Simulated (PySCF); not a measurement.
A structure optimised at B3LYP-D3(BJ)/def2-SVP, used in a PySCF frequency run:

```
C
C 1 1.3403
H 2 1.0979 1 116.77
Cl 1 1.7782 2 118.89 3 180.00
Si 2 1.8725 3 118.55 1 -180.00
F 5 1.6322 2 106.21 3 0.00
H 5 1.4849 6 108.00 2 119.76
H 5 1.4849 7 111.30 6 -118.39
Si 1 1.8869 2 127.61 3 0.00
H 9 1.4886 1 109.27 2 120.28
H 9 1.4886 10 109.22 1 -119.48
H 9 1.4893 10 110.48 11 -121.71
```
Charge 0, spin multiplicity 1.

Q: Write its SMILES, formula and point group.

A: F[SiH2]/C=C(/[SiH3])Cl, C2H6ClFSi2, Cs

Q: What are its rotational constants (standard atomic weights)?

A: 3.0870, 0.89264, 0.70399 GHz
